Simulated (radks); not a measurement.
Q: Coherent X-ray form factor from a spherical all-electron density. Calculated with a radial shooting solver on a logarithmic mesh with Libxc functionals: scalar-relativistic Kohn-Sham, BLYP, spin-polarised, spherical densities, point nucleus.

sin(theta)/lambda (1/angstrom)  f0 (electrons)
0.05                                    42.441
0.1                                     40.880
0.15                                    38.614
0.2                                     35.991
0.25                                    33.309
0.3                                     30.765
0.4                                     26.448
0.5                                     23.214
0.6                                     20.810
0.8                                     17.302
1                                       14.420
1.25                                    11.286
1.5                                      8.889
2                                        6.263

The species is in the configuration that NIST lists as its ground one. Which atom or ion scatters so?

A: The rhodium ion Rh2+, [Kr] 4d(up 4.25, down 2.75). Extrapolating in s^2 from the first two rows gives f0(0) = 43.0, near the electron count 43; among species with that count, the fall with angle is slower the higher Z, and the table is that of Z = 45; from so few rows the species is fixed only to a neighbour or two.
